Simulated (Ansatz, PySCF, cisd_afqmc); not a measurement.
System: PbI, charge 0, doublet. PbI (SMILES [I][Pb], doublet).
B3LYP-D3(BJ)/def2-TZVP minimum from Ansatz (an electronic-structure program):
```
Pb
I 1 2.8311
```
Charge 0, spin multiplicity 2.

Atomisation energy term by term, kcal/mol (programs: Ansatz, cisd_afqmc). Open shells are spin-unrestricted; no spin-orbit coupling. Correlated methods leave the cores frozen (noble-gas shells, and filled d and f shells in the p block). Past Kr the def2 sets carry scalar-relativistic core potentials. AFQMC/CISD: phaseless, guided by CISD from CCSD amplitudes; bars are statistical, one sigma. Outlying blocks are dropped, and bars are widened where a walk drifts. Over all cases where full CI ran beside it in this data, AFQMC minus full CI had a median of +0.1 mEh and passed +0.4 mEh in a tenth of the cases. CBS(X,Y): correlation extrapolated as X^-3, Hartree-Fock from the larger set. A bracket is a step between two methods taken in the basis named. Spin-orbit terms, left out, reach several kcal/mol for Br and I, and more for heavier atoms. The spin of IPb ([I][Pb], doublet) was assumed, and the state is the lowest solution found for it.

```tsv
term	basis	kcal/mol
Hartree-Fock	def2-QZVPP	41.26
CCSD correlation	CBS(def2-TZVPP,def2-QZVPP)	23.64
(T)	CBS(def2-TZVPP,def2-QZVPP)	3.17
CCSDT(Q) - CCSD(T)	def2-QZVPP	0.23
CCSDTQ - CCSDT(Q)	def2-SVP	-0.04
minus zero-point energy	Hessian by PySCF at B3LYP-D3(BJ)/def2-TZVP	-0.23
sum: D0		68.0
```

The step beyond CCSD(T) by other levels: CCSDTQ in def2-SVP 0.37; AFQMC/CISD in def2-SVP 0.35 ± 0.15; CCSDT(Q) in def2-SVP 0.41; CCSDT(Q) in def2-TZVPP 0.27 kcal/mol.
